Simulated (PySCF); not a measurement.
A structure optimised at B3LYP-D3(BJ)/def2-SVP, used in a PySCF frequency run:

```xyz
9

Hf     0.0000     0.0000     0.0000
O      1.1204     1.1204    -1.1204
H      1.6722     1.6722    -1.6722
O     -1.1204     1.1204     1.1204
H     -1.6722     1.6722     1.6722
O     -1.1204    -1.1204    -1.1204
H     -1.6722    -1.6722    -1.6722
O      1.1204    -1.1204     1.1204
H      1.6722    -1.6722     1.6722
```
Charge 0, spin multiplicity 1.

Write its SMILES, formula and point group.

[OH][Hf]([OH])([OH])[OH], H4HfO4, Td

What are its rotational constants (standard atomic weights)?

2.7584, 2.7584, 2.7584 GHz
